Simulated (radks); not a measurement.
The numbers below are computed, except where a source is named.
All-electron atom: the carbon ion C3+ in [He] 2s1 (the NIST ground configuration). Code: a radial shooting solver on a logarithmic mesh with Libxc functionals. Model: scalar-relativistic Kohn-Sham, PBEsol, spin-polarised, spherical densities, finite nucleus; open shells are filled with parallel spins first; Fermi nuclear charge, rms radius 2.4702 fm.

Normalised radial functions P(r) = r R(r), r in bohr:

```
   r/bohr * 1s up, o 1s down (the largest magnitude, 1.73, reaches the edge; | marks zero, & curves that meet)
  0.02257 |                &
  0.02757 |                    &
  0.03367 |                       &
   0.0408 |                           &
  0.04983 |                                &
  0.06086 |                                    &
  0.07434 |                                         &
   0.0908 |                                              &
     0.11 |                                                 &
   0.1344 |                                                    &
   0.1641 |                                                      &
   0.2005 |                                                      &
   0.2429 |                                                   &
   0.2967 |                                              &
   0.3624 |                                       &
   0.4426 |                              &
   0.5406 |                     &
    0.655 |              &
      0.8 |       &
   0.9771 |   &
    1.193 | &
    1.458 o*
    1.766 &
    2.157 &
    2.635 &
    3.218 &
    3.931 &
```

1s up: eigenvalue -330.66 eV, 0 radial nodes, <r> = 0.270 bohr, 90 % of the charge inside 0.484 bohr. 1s down: eigenvalue -329.63 eV, 0 radial nodes, <r> = 0.270 bohr, 90 % of the charge inside 0.483 bohr.
